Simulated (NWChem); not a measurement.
Species: N2H4Te; SMILES N[Te]N

```xyz
7

Te     0.0000     0.0000     0.3412
N     -1.6430     0.0000    -0.8578
H     -1.7403    -0.8335    -1.4327
H     -1.7403     0.8335    -1.4327
N      1.6430     0.0000    -0.8578
H      1.7403     0.8335    -1.4327
H      1.7403    -0.8335    -1.4327
```
Atoms are numbered in this order, from 1.

Coordinates come from a PBE0/def2-SVP optimisation. No frequency run checked for a minimum. def2 effective core potentials on Te; no spin-orbit coupling.

Symmetry labels are those of C2v in the frame above (b1 and b2, or b-type labels, depend on it).

Question: List the 4 lowest vertical singlet excitations from B3LYP/def2-SVPD with def2 effective core potentials on Te, TDA (NWChem).

Answer: 
| state | energy (eV) | oscillator strength | symmetry | leading excitation (squared amplitude) |
|---|---|---|---|---|
| S1 | 4.02 | 0.000 | a2 | HOMO → LUMO+1 (0.99) |
| S2 | 4.15 | 0.010 | b2 | HOMO → LUMO (0.99) |
| S3 | 5.19 | 0.068 | b2 | HOMO → LUMO+2 (1.00) |
| S4 | 5.29 | 0.004 | a1 | HOMO−1 → LUMO+1 (0.97) |
